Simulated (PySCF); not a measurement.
```xyz
3
charge 0 multiplicity 4, angstrom
Cu   -0.4346    0.0000   -0.0321
N    -2.1852    0.0000   -0.1612
Cl    1.6574    0.0000    0.1223
```

Level of theory: PySCF, UPBE0, basis Cu def2-TZVP, N def2-TZVP, Cl def2-TZVP (no relativity, density fitting).

This geometry of ClCuN is a stationary point at this level.

Problem. What is the point group?

Solution. C∞v.

Problem. Is it a minimum?

Solution. Yes: all harmonic wavenumbers are real.

Problem. Which band is strongest in the infrared?

Solution. 386 cm⁻¹ (σ+), 29 km/mol.

Problem. Give the ideal-gas entropy at 298.15 K and 1 bar by parts.

Solution. translation 167.7, rotation 72.2, vibration 43.2, spin 11.5; total 294.6 J/(mol K).

Only a few start shapes were tried, so a lower isomer may exist. Other spin states or occupations of the open shell can lie lower.
